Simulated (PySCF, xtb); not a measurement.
H₁₀NSi₃, SMILES [SiH3][NH+]([SiH3])[SiH3], charge +1.

Harmonic wavenumbers (cm⁻¹) from GFN2-xTB (xtb) at its own minimum, in rising order: 76, 128, 129, 191, 192, 239, 420, 508, 508, 527, 542, 543, 650, 677, 678, 710, 729, 730, 737, 737, 766, 789, 789, 808, 1067, 1068, 2332, 2334, 2335, 2340, 2353, 2353, 2358, 2359, 2376, 3312.

Question: What does PBE-D3(BJ)/def2-SVP in PySCF 2.14.0 give at its own minimum? (The exact figures need the calculation; the answer reports its results.)

Answer: 123, 123, 157, 159, 159, 213, 456, 559, 559, 590, 611, 611, 759, 759, 775, 875, 875, 880, 890, 890, 894, 894, 898, 922, 1080, 1080, 2210, 2210, 2212, 2241, 2244, 2244, 2250, 2250, 2253, 3348. Paired by order, the mean absolute difference is 86 cm⁻¹ and the zero-point energies are 56.3 and 57.5 kcal/mol.
